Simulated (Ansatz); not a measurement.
Consider the formal exchange of groups at a B–Sn bond: `C[B](F)[SnH3]` + `CC` → `CBF` + `C[CH2][SnH3]`.

Program: Ansatz. Geometries: PBE0-D4/def2-TZVP. ΔE: electronic, gas phase. CCSD(T)/CBS is the MP2 limit (def2-TZVPP, def2-QZVPP) plus CCSD(T) − MP2 in def2-TZVPP, frozen cores. This one scheme is used for every species. DFT in def2-TZVPP. Elements past krypton have def2 core potentials. For Sn outer-core shells are correlated without core-valence functions, which leaves a few kJ/mol of doubt a bond.

`C[B](F)[SnH3]`:

```xyz
10

C     1.658   -0.076    0.336
B     0.251    0.553    0.553
F     0.108    1.551    1.413
Sn   -1.625   -0.153   -0.536
H     1.626   -1.145    0.575
H     1.932   -0.026   -0.724
H     2.442    0.398    0.931
H    -3.021    0.736   -0.114
H    -1.429   -0.036   -2.232
H    -1.942   -1.802   -0.202
```

`CC`:

Cartesian coordinates in Å:
```
C 0.468 0.129 -0.584
C -0.468 -0.129 0.584
H -0.082 0.445 -1.474
H 1.191 0.914 -0.349
H 1.033 -0.768 -0.848
H 0.082 -0.445 1.474
H -1.191 -0.914 0.349
H -1.033 0.768 0.848
```

`CBF`:

Cartesian coordinates in Å:
```
C 0.213 -0.638 -0.146
B -0.270 0.799 0.191
F -0.121 1.784 -0.685
H 0.670 -0.733 -1.132
H -0.629 -1.335 -0.073
H 0.929 -0.974 0.613
H -0.792 1.096 1.232
```

`C[CH2][SnH3]`:

```xyz
11

C     0.556   -1.234   -0.670
C    -0.543   -0.575    0.150
Sn   -0.179    1.510    0.532
H     0.671   -0.758   -1.648
H     1.525   -1.179   -0.167
H     0.342   -2.292   -0.848
H    -1.509   -0.647   -0.357
H    -0.658   -1.066    1.119
H    -0.053    2.353   -0.952
H     1.293    1.690    1.386
H    -1.444    2.197    1.455
```

```csv
species,ωB97X-V energy (Eh)
`C[B](F)[SnH3]`,-380.73878
`CC`,-79.83112
`CBF`,-165.27723
`C[CH2][SnH3]`,-295.28747
```

(1) Work out ΔE.

Largest T1 diagnostic among the species: 0.014.

Answers

(1) ΔE = (-165.27723) + (-295.28747) − (-380.73878) − (-79.83112) = 0.00520 Eh = +0.14 eV. CCSD(T)/CBS gives +0.11 eV.
